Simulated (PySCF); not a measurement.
Species: sum formula SiNH₂F₃, charge 0, multiplicity 1. 
Coordinates optimised at B3LYP-D3(BJ)/def2-TZVP (Ansatz):
```xyz
7

N      1.6258    -0.2885     0.2310
Si    -0.0079     0.0008    -0.0023
F     -0.6083    -0.5087    -1.3769
F     -0.8420    -0.7271     1.1250
F     -0.2817     1.5565     0.0339
H      1.9777    -1.1783     0.5416
H      2.3402     0.2992    -0.1644
```
Charge 0, spin multiplicity 1.

Dispersion corrections to the total energy (kcal/mol) from the dftd3 and dftd4 libraries through PySCF: D3(BJ) without and D4 with the three-body term, each with the damping fitted for the functional named.

| functional | D3(BJ) | D4 |
|---|---|---|
| LC-wPBE | -2.35 | -3.29 |
| HSE06 | -1.60 | [?] |
| TPSSh | -2.89 | -3.61 |
| BHLYP | -3.57 | -3.50 |
| B3LYP | -4.49 | [?] |
| CAM-B3LYP | -1.93 | [?] |
| PBE | -2.52 | -2.96 |

Q: Some entries are withheld; supply them.

A: 
- HSE06, D4: -2.26
- B3LYP, D4: -4.80
- CAM-B3LYP, D4: -2.45
